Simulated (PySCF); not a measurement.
## revPBE on I⁺ (iodine, charge +1)

Configuration: [Kr] 4d10 5s1 5p5, high-spin 3P determinant (an excited configuration). Calculation: PySCF 2.14, in aug-cc-pVQZ-PP with one added diffuse shell each of s, p, d, f, g type with ECP28MDF (8s8p6d4f3g, 117 functions); a scalar-relativistic core potential.

* Total energy: -294.9424 hartree
* One-electron energy: -503.9736 hartree
* Hartree (Coulomb) energy: 230.7967 hartree
* Exchange-correlation energy: -21.7654 hartree
* ⟨S²⟩: 2.0044
* ⟨L²⟩: 2.022
* Sum of ⟨r⟩: 29.16 bohr
* Sum of ⟨r²⟩: 49.76 bohr²
* Traceless quadrupole moment −½Σ⟨3z² − r²⟩ along its main axis: 2.14 e·bohr²

| shell | electrons | mean orbital energy (eV) | spread (eV) | rms radius, mean of both spins (bohr) |
| --- | --- | --- | --- | --- |
| 4s α | 1 | -191.33 | 0 | 0.795 |
| 4s β | 1 | -191.11 | 0 | 0.795 |
| 4p α | 3 | -137.88 | 0.637 | 0.854 |
| 4p β | 3 | -137.65 | 0.474 | 0.854 |
| 4d α | 5 | -60.896 | 0.706 | 1.00 |
| 4d β | 5 | -60.502 | 0.435 | 1.00 |
| 5s α | 1 | -27.750 | 0 | 2.02 |
| 5p α | 3 | -16.558 | 1.198 | 2.45 |
| 5p β | 2 | -15.079 | 0 | 2.45 |

Energies and moments cover only the electrons outside the core potential.
